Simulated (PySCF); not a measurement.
## Simulated absorption spectrum

Compound: CH₆OSSi.
SMILES with atom numbers: `[CH3:1][S:2][SiH2:3][OH:4]` (hydrogens: H5, H6, H7 on C1; H8, H9 on Si3; H10 on O4)

Theory: PySCF, TDDFT B3LYP/def2-SVPD, vertical, gas phase, core orbitals frozen in the response. Isolated species at its PBE0-D3(BJ)/def2-SVP geometry (one conformer only). Torsions of this conformer, `[CH3:1][S:2][SiH2:3][OH:4]`: C1–S2–Si3–O4 -145°, H–O4–Si3–S2 50°.

Computed states:

```
state  E (eV)       f
   S1    5.25  0.0066
   S2    5.94   0.037
   S3    6.39   0.023
   S4    6.56  0.0006
   S5    6.76   0.013
   S6    7.00   0.015
   S7    7.23   0.017
   S8    7.40   0.039
   S9    7.50  0.0051
  S10    7.52   0.042
```

Each state is given a Gaussian of 0.4 eV full width at half maximum, with ε(max) = 2.175×10⁸ f / Δν̃ (Δν̃ the width in cm⁻¹). The width is an assumption, not a result. The curve ends short of the highest state used, and states not computed would add to its high-energy end.

(1) What does the envelope look like, and where are its maxima?

(2) On this curve, what absorbance would a 10⁻⁴ mol/L sample give at 266 nm over a 1 cm path?

(3) Coming from long wavelengths, where does ε first pass 100 L mol⁻¹ cm⁻¹?

Results:

(1) 
| λ (nm) | ε (L mol⁻¹ cm⁻¹) |
| --- | --- |
| 179.3 | 1691 |
| 182.3 | 1469 |
| 185.3 | 1360 |
| 188.4 | 1456 |
| 191.4 | 1685 |
| 194.4 | 1755 |
| 197.4 | 1612 |
| 200.4 | 1594 |
| 203.4 | 1933 |
| 206.5 | 2393 |
| 209.5 | 2482 |
| 212.5 | 2065 |
| 215.5 | 1382 |
| 218.5 | 766 |
| 221.6 | 379 |
| 224.6 | 242 |
| 227.6 | 257 |
| 230.6 | 339 |
| 233.6 | 416 |
| 236.7 | 442 |
| 239.7 | 402 |
| 242.7 | 318 |
| 245.7 | 221 |
| 248.7 | 136 |
| 251.8 | 73 |
| 254.8 | 36 |
| 257.8 | 16 |
| 260.8 | 7 |
| 263.8 | 3 |
| 266.9 | 1 |

Maxima: 236 nm (5.25 eV), ε about 440, made up of S1 (100%); 209 nm (5.95 eV), ε about 2500, made up of S2 (98%); 194 nm (6.40 eV), ε about 1800, made up of S3 (89%) (ε in L mol⁻¹ cm⁻¹; maxima over ε = 5, shares over 10%). At its high-energy end, 6.92 eV, the curve is still rising (ε about 1700, from S5, S6 and S7).

(2) 266 nm is 4.661 eV, where ε is about 1.2 L mol⁻¹ cm⁻¹, so A = ε c l ≈ 0.00012 (Beer–Lambert, with the gas-phase spectrum and the assumed width).

(3) At about 250 nm (4.95 eV), 0.29 eV below S1.

The vertical ionisation energy (ΔSCF) is 9.22 eV, 1.70 eV above S10.
